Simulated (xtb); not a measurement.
xtb input (GFN2-xTB):

```bash
xtb mol.xyz --gfn 2 --ohess tight --chrg -1 --uhf 0
```
mol.xyz:
```
3

Cl     0.03548406    -0.03759616    -2.57603194
I      0.01156398     0.03458914    -0.02628887
Cl     0.03132923     0.00600942     2.54688185
```

Output:

```
           -------------------------------------------------
          |                Calculation Setup                |
           -------------------------------------------------

           -------------------------------------------------
          |                 G F N 2 - x T B                 |
           -------------------------------------------------

        Reference                      10.1021/acs.jctc.8b01176
      * Hamiltonian:
        H0-scaling (s, p, d)           1.850000    2.230000    2.230000
        zeta-weighting                 0.500000
      * Dispersion:
        s8                             2.700000
        a1                             0.520000
        a2                             5.000000
        s9                             5.000000
      * Repulsion:
        kExp                           1.500000    1.000000
        rExp                           1.000000
      * Coulomb:
        alpha                          2.000000
        third order                    shell-resolved
        anisotropic                    true
        a3                             3.000000
        a5                             4.000000
        cn-shift                       1.200000
        cn-exp                         4.000000
        max-rad                        5.000000

          ...................................................
          :                      SETUP                      :
          :.................................................:
          :  # basis functions                  30          :
          :  # atomic orbitals                  27          :
          :  # shells                            9          :
          :  # electrons                        22          :
          :  max. iterations                   250          :
          :  Hamiltonian                  GFN2-xTB          :
          :  restarted?                      false          :
          :  GBSA solvation                  false          :
          :  PC potential                    false          :
          :  electronic temp.          300.0000000     K    :
          :  accuracy                    1.0000000          :
          :  -> integral cutoff          0.2500000E+02      :
          :  -> integral neglect         0.1000000E-07      :
          :  -> SCF convergence          0.1000000E-05 Eh   :
          :  -> wf. convergence          0.1000000E-03 e    :
          :  Broyden damping             0.4000000          :
          :  net charge                         -1          :
          :  unpaired electrons                  0          :
          ...................................................

 iter      E             dE          RMSdq      gap      omega  full diag
   1    -13.1538148 -0.131538E+02  0.278E+01    3.27       0.0  T
   2    -13.2019308 -0.481161E-01  0.425E+00    3.55       1.0  T
   3    -13.2026181 -0.687325E-03  0.190E+00    3.54       1.0  T
   4    -13.2029012 -0.283056E-03  0.403E-01    3.51       1.0  T
   5    -13.2029751 -0.738563E-04  0.634E-01    3.51       1.0  T
   6    -13.2030526 -0.775337E-04  0.755E-02    3.49       1.0  T
[...]
     3  17 Cl   0.844 --     2 I    0.686     1 Cl   0.158
 ---------------------------------------------------------------------------

Topologies differ in total number of bonds
Writing topology from bond orders to xtbtopo.mol

molecular dipole:
                 x           y           z       tot (Debye)
 q only:       -0.049      -0.002       0.034
   full:       -0.049      -0.002       0.034       0.152
molecular quadrupole (traceless):
                xx          xy          yy          xz          yz          zz
 q only:       11.228       0.000      11.229       0.036      -0.300     -22.456
  q+dip:       13.679       0.000      13.679       0.043      -0.366     -27.358
   full:       12.577       0.000      12.578       0.040      -0.336     -25.155

           -------------------------------------------------
          |                Geometry Summary                 |
           -------------------------------------------------

      molecular mass/u    :      197.8103471
   center of mass at/Å    :        0.0260971       0.0010664      -0.0185162
  moments of inertia/u·Å² :        0.2485022E-05   0.4802528E+03   0.4802528E+03
rotational constants/cm⁻¹ :        0.6783696E+07   0.3510158E-01   0.3510158E-01

           -------------------------------------------------
          |               Frequency Printout                |
           -------------------------------------------------
 vibrational frequencies (cm⁻¹)
eigval :        0.00     0.00     0.00     0.00     0.00    95.47
eigval :       95.50   195.41   237.19
 reduced masses (amu)
   1: 94.15   2: 94.12   3: 94.12   4: 35.45   5: 35.45   6: 68.20   7: 68.24   8: 68.23
   9: 35.45
 IR intensities (km·mol⁻¹)
   1:  4.92   2:  4.99   3:  4.92   4:  0.00   5:  0.00   6: 12.27   7: 12.22   8:592.55
   9:  0.00
 Raman intensities (Ä⁴*amu⁻¹)
   1:  0.00   2:  0.00   3:  0.00   4:  0.00   5:  0.00   6:  0.00   7:  0.00   8:  0.00
   9:  0.00
 output can be read by thermo (or use thermo option).
 writing <g98.out> molden fake output.
 recommended (thermochemical) frequency scaling factor: 1.0
           -------------------------------------------------
          |             Thermodynamic Functions             |
           -------------------------------------------------

din symmetry found (for desy threshold:  0.10E+00) used in thermo

          ...................................................
          :                      SETUP                      :
          :.................................................:
          :  # frequencies                           4      :
          :  # imaginary freq.                       0      :
          :  linear?                              true      :
          :  only rotor calc.                    false      :
          :  symmetry                              din      :
          :  rotational number                       2      :
          :  scaling factor                  1.0000000      :
          :  rotor cutoff                   50.0000000 cm⁻¹ :
          :  imag. cutoff                  -20.0000000 cm⁻¹ :
          :.................................................:

    mode    ω/cm⁻¹     T·S(HO)/kcal·mol⁻¹    T·S(FR)/kcal·mol⁻¹   T·S(vib)
   ------------------------------------------------------------------------
       1     95.47    -1.05686 ( 93.00%)    -0.86478 (  7.00%)    -1.04342
       2     95.50    -1.05671 ( 93.01%)    -0.86470 (  6.99%)    -1.04329
Note: The following floating-point exceptions are signalling: IEEE_UNDERFLOW_FLAG IEEE_DENORMAL
normal termination of xtb
       3    195.41    -0.64874 ( 99.57%)    -0.65267 (  0.43%)    -0.64875
       4    237.19    -0.54378 ( 99.80%)    -0.59528 (  0.20%)    -0.54388
   ------------------------------------------------------------------------

   temp. (K)  partition function   enthalpy   heat capacity  entropy
                                   cal/mol     cal/K/mol   cal/K/mol   J/K/mol
 298.15  VIB   17.6                 1606.020      7.396     10.999
         ROT  0.295E+04              592.502      1.987     17.866
         INT  0.520E+05             2198.522      9.383     28.865
         TR   0.269E+28             1481.254      4.968     41.732
         TOT                        3679.7760    14.3512    70.5974   295.3797

       T/K    H(0)-H(T)+PV         H(T)/Eh          T*S/Eh         G(T)/Eh
   ------------------------------------------------------------------------
    298.15    0.586410E-02    0.728470E-02    0.335431E-01   -0.262584E-01
   ------------------------------------------------------------------------

         :::::::::::::::::::::::::::::::::::::::::::::::::::::
         ::                  THERMODYNAMIC                  ::
         :::::::::::::::::::::::::::::::::::::::::::::::::::::
         :: total free energy         -13.229263000920 Eh   ::
         ::.................................................::
         :: total energy              -13.203004576635 Eh   ::
         :: zero point energy           0.001420600094 Eh   ::
         :: G(RRHO) w/o ZPVE           -0.027679024379 Eh   ::
         :: G(RRHO) contrib.           -0.026258424285 Eh   ::
         :::::::::::::::::::::::::::::::::::::::::::::::::::::

optimized geometry written to: xtbopt.xyz

           -------------------------------------------------
          | TOTAL ENERGY              -13.203004576635 Eh   |
          | TOTAL ENTHALPY            -13.195719880275 Eh   |
          | TOTAL FREE ENERGY         -13.229263000920 Eh   |
          | GRADIENT NORM               0.000024103252 Eh/α |
          | HOMO-LUMO GAP               3.200129296528 eV   |
           -------------------------------------------------

------------------------------------------------------------------------
------------------------------------------------------------------------
 total:
 SCF:
 ANC optimizer:
 analytical hessian:
```

It need not be the lowest isomer of its formula.
